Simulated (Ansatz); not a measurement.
Cost and result up the ladder for n-GeSiSiH8 (Si₂GeH₈) (11 atoms). Charge 0, multiplicity 1. Geometry: PBE-D4/def2-SVP.

```tsv
atom	x (Å)	y (Å)	z (Å)
Ge1	-1.850	-0.677	-0.173
Si2	0.055	0.650	-0.759
Si3	1.827	0.214	0.725
H4	-2.371	-0.272	1.232
H5	-1.464	-2.180	-0.131
H6	-3.003	-0.495	-1.196
H7	0.481	0.325	-2.168
H8	-0.316	2.110	-0.706
H9	3.028	1.070	0.416
H10	2.225	-1.235	0.621
H11	1.388	0.489	2.139
```

Ansatz on 2 threads of Intel Xeon Platinum 8488C on a shared host. Times are rough, and most runs start from the orbitals of an earlier one. ωB97X-V/def2-TZVP serves as the yardstick here, not as an exact answer. Differences are given only for rows in sets of like size (and for xTB, whose basis is part of the method), since another set adds its own error. Binding counts from free atoms at the same level (Ge triplet, Si triplet, H doublet; other spins of the atoms weren't run), without zero-point energy or a counterpoise term.

Correlated methods freeze 19 core orbitals; core or outer-core shells of Ge are correlated, in sets that lack core-valence functions. Another isomer (singlet) lies 0.12 eV lower at PBE0-D4/def2-TZVP; other spin states weren't run for this one.

Correlated methods converge slowly with the basis.

```csv
level,functions,wall time,binding energy per atom (eV),difference from ωB97X-V/def2-TZVP (eV)
HF/STO-3G,44,0.3 s,3.30,–
PBE-D4/def2-SVP,108,1.2 s,2.79,–
PBE0-D4/def2-SVP,108,1.9 s,2.80,–
HF/def2-TZVP,170,2.2 s,2.17,-0.71
PBE-D4/def2-TZVP (with forces),170,2.7 s,2.80,-0.08
PBE0-D4/def2-TZVP,170,3.6 s,2.80,-0.08
r2SCAN-D4/def2-TZVP,170,3.6 s,2.85,-0.03
CAM-B3LYP-D4/def2-TZVP,170,4 s,2.85,-0.03
ωB97X-V/def2-TZVP,170,8 s,2.88,0.00
CCSD(T)/def2-TZVP,170,33 s,2.74,-0.14
```
